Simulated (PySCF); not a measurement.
C6H9N.
Bonds: C1–N2, N2–C3, C3–C4 (double), C4–C5, C5–C6 (double), C6–C7, N2–C7. Hydrogens: H8, H9, H10 on C1; H11 on C3; H12 on C4; H13 on C5; H14 on C6; H15, H16 on C7.

Level of theory: PySCF, B3LYP/def2-SVP geometry optimisation, gas phase.

Question: What internal coordinates does the optimisation give?

Answer: 
```tsv
bond	length (Å)	order
C1–N2	1.440	single
N2–C3	1.371	single
C3=C4	1.359	double
C4–C5	1.452	single
C5=C6	1.348	double
C6–C7	1.509	single
N2–C7	1.466	single
C1–H8, C1–H9	1.103	single
C1–H10	1.110	single
C3–H11	1.094	single
C4–H12	1.089	single
C5–H13	1.094	single
C6–H14	1.093	single
C7–H15, C7–H16	1.115	single
```

Bonds in one row agree within 0.01 Å and their mean is given. Orders are formal, as drawn. A selection of angles:
```tsv
angle	degrees
N2–C1–H8	110.9
N2–C1–H9	110.5
H8–C1–H9	108.1
C1–N2–C3	121.8
C1–N2–C7	115.2
C3–N2–C7	122.0
N2–C3–C4	123.4
N2–C3–H11	114.8
C4–C3–H11	121.8
C3–C4–C5	117.8
C3–C4–H12	120.4
C5–C4–H12	121.7
C4–C5–C6	121.2
C4–C5–H13	119.2
C6–C5–H13	119.6
C5–C6–C7	122.1
C5–C6–H14	121.2
C7–C6–H14	116.6
C6–C7–H15	111.0
N2–C7–C6	112.1
N2–C7–H15	109.7
H15–C7–H16	104.5
```

Dihedral angles: C1–N2–C3–C4 177° (antiperiplanar); N2–C3–C4–C5 1° (synperiplanar); C3–C4–C5–C6 -4° (synperiplanar); C4–C5–C6–C7 -2° (synperiplanar); C5–C6–C7–N2 10° (synperiplanar); C1–N2–C7–C6 177° (antiperiplanar). The mirror-image conformer, all signs reversed, is as good.

N2 (enamine nitrogen) is almost planar (angles 122.0°, 121.8° and 115.2°, sum 359.0°, 0.08 Å off the plane of its three neighbours). Of the pairs four or more bonds apart, H9···H11 is among the closest relative to their van der Waals radii: 2.23 Å, 93 % of the sum of Bondi's values. The C–N distances run from 1.371 Å (N2–C3, drawn single) to 1.466 Å (N2–C7, drawn single), a spread of 0.095 Å. The 6-membered ring N2–C3–C4–C5–C6–C7 has internal angles of 112.1° to 123.4°; it is slightly puckered (a soft mode that the optimisation may not have finished), 0.05 Å rms from its mean plane, widest ring torsion 14°. The 4 C–C bonds span 1.348 Å (C5=C6, drawn double) to 1.509 Å (C6–C7, drawn single), a spread of 0.161 Å.

Point group: near Cs, missed by 0.30 Å at most; the miss may be what the optimiser left on a soft mode. Whether it is a minimum is left open (no frequencies).

The run took 49 s wall on an Arm Neoverse N1 with one thread, on a shared host, and the process peaked at 0.62 GiB of memory. That covers the optimisation of the geometry.
